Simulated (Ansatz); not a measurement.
Ideal-gas functions of H4N2Sn, SMILES `[NH2][Sn][NH2]` at 600 K and 1 bar, from an Ansatz frequency run at PBE0-D4/def2-TZVP.

Molar mass 150.76 g/mol, point group C2v (symmetry number 2), electronic degeneracy 1, moments of inertia 52.875, 77.423, 130.298 u Å². Harmonic wavenumbers (cm⁻¹, unscaled): 185, 197, 264, 305, 437, 585, 601, 608, 708, 1538, 1559, 3580, 3583, 3697, 3698.

Use S(trans) = R[1.5 ln M + 2.5 ln T − 1.1517]; rotational temperatures θ = 24.2544 K / I; S(rot) = R[ln(√π/σ · √(T³/θAθBθC)) + 1.5]; for each mode x = 1.438777 ν̃/T, S = R[x/(eˣ − 1) − ln(1 − e⁻ˣ)] and H = RT x/(eˣ − 1); 1 cm⁻¹ = 0.0119627 kJ/mol; R = 8.31446 J/(mol·K).

**Question.** By hand: the entropy, in J/(mol·K).

**Answer.** Translation 185.9. Rotation: θ = 0.4587, 0.3133, 0.1861 K, giving 106.3. Vibration, mode by mode: 15.14, 14.63, 12.25, 11.10, 8.30, 6.15, 5.96, 5.88, 4.85, 1.00, 0.96, 0.01, 0.01, 0.01, 0.01, in all 86.3. Electronic 0.0. Sum 378.5 J/(mol·K).

**Question.** By hand: H − E and G − E in kJ/mol, counted from the electronic energy.

**Answer.** Zero-point energy ½ × 21545 × 0.0119627 = 128.9; thermal vibration 27.2; translation, rotation and pV give 4 RT = 20.0. H − E = 176.1 kJ/mol, and G − E = 176.1 − 600 × 378.5/1000 = -51.0 kJ/mol.

Vibration gives 23 % of the entropy. The sum counts one conformer and one mirror image; others add a mixing term.
